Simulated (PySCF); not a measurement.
## `C=C[C@@H]1[C@@H](C)C[P@H]1=S`, C$_{6}$H$_{11}$PS

Cartesian coordinates in Å; atom numbers follow the order of the lines, from 1:
```xyz
19

C     2.5096   -1.3524   -0.4610
C     1.5315   -0.5254   -0.7893
C     0.5107   -0.0324    0.1619
C    -0.9593    0.0592   -0.3179
C    -1.8027   -1.1616   -0.0020
C    -1.3416    1.3473    0.4426
P     0.4501    1.7957    0.5851
S     1.2618    2.6004    2.1372
H     2.6162   -1.7316    0.5422
H     3.2467   -1.6750   -1.1756
H     1.4453   -0.1511   -1.8023
H     0.5708   -0.5734    1.1139
H    -0.9771    0.2468   -1.3949
H    -2.8327   -1.0036   -0.3152
H    -1.7936   -1.3669    1.0665
H    -1.4113   -2.0325   -0.5241
H    -1.7353    1.1282    1.4382
H    -2.0160    2.0353   -0.0632
H     0.7171    2.4021   -0.6495
```

Computed with TDDFT B3LYP/def2-SVPD circular dichroism and optical rotation, one conformer, gas phase in PySCF 2.14.0. Geometry: GFN2-xTB.

The molecule is flexible and this is one conformer; a measurement averages over conformers. States above about 6.3 eV (minus the energy of the highest occupied orbital) lie near or above the ionisation threshold and depend on the basis.

**Question.** Assign R or S to each stereocentre.

**Answer.** C3 R, C4 S, P7 R.

**Question.** List the lowest 16 singlet excitations with oscillator and rotatory strengths.

**Answer.** Rotatory strengths R in 10⁻⁴⁰ esu² cm², velocity form and length form (origin at the centre of mass); f in length form.
| state | E (eV) | λ (nm) | f | R (velocity) | R (length) | main |
| --- | --- | --- | --- | --- | --- | --- |
| 1 | 4.87 | 254 | 0.009 | +9.1 | +9.2 | HOMO−1→LUMO 0.56, HOMO→LUMO 0.38 |
| 2 | 4.98 | 249 | 0.084 | +9.8 | +9.6 | HOMO→LUMO 0.55, HOMO−1→LUMO 0.39 |
| 3 | 5.39 | 230 | 0.001 | -2.3 | -1.4 | HOMO→LUMO+2 0.52, HOMO→LUMO+1 0.23 |
| 4 | 5.52 | 225 | 0.004 | -4.7 | -4.3 | HOMO→LUMO+1 0.47, HOMO−1→LUMO+1 0.33 |
| 5 | 5.60 | 221 | 0.008 | +10.4 | +10.3 | HOMO−1→LUMO+2 0.41, HOMO−1→LUMO+1 0.32 |
| 6 | 5.88 | 211 | 0.095 | -32.6 | -32.7 | HOMO−1→LUMO+2 0.25, HOMO−1→LUMO+1 0.25 |
| 7 | 5.93 | 209 | 0.037 | -1.4 | +0.7 | HOMO→LUMO+4 0.62, HOMO−1→LUMO+4 0.12 |
| 8 | 5.99 | 207 | 0.023 | -14.1 | -15.6 | HOMO−1→LUMO+4 0.61, HOMO−1→LUMO+3 0.18 |
| 9 | 6.11 | 203 | 0.007 | +3.0 | +2.7 | HOMO→LUMO+3 0.69, HOMO→LUMO+4 0.18 |
| 10 | 6.19 | 200 | 0.014 | +1.4 | +1.5 | HOMO−1→LUMO+3 0.68, HOMO−1→LUMO+4 0.21 |
| 11 | 6.43 | 193 | 0.024 | +10.6 | +11.3 | HOMO→LUMO+5 0.88 |
| 12 | 6.50 | 191 | 0.014 | -15.5 | -16.0 | HOMO−1→LUMO+5 0.89 |
| 13 | 6.61 | 188 | 0.060 | +30.7 | +28.5 | HOMO→LUMO+6 0.73, HOMO−1→LUMO+6 0.11 |
| 14 | 6.69 | 185 | 0.029 | -22.0 | -21.6 | HOMO−1→LUMO+6 0.55, HOMO→LUMO+6 0.18 |
| 15 | 6.77 | 183 | 0.250 | +50.3 | +49.9 | HOMO−2→LUMO 0.52, HOMO−1→LUMO+6 0.20 |
| 16 | 6.82 | 182 | 0.011 | -18.7 | -18.8 | HOMO→LUMO+7 0.67, HOMO−2→LUMO+1 0.09 |

For state 7 the two forms differ in sign, so the sign of R isn't settled.

Among the states computed, the strongest CD band (largest |R|) is state 15. The largest dissymmetry factor in size, g = 4R/(D+G), with D and G the electric and magnetic dipole strengths, is -0.02 for state 16 (velocity form, f = 0.010), among bands with |R| over 0.5. The mirror image has the same energies and oscillator strengths and all R with the opposite sign.
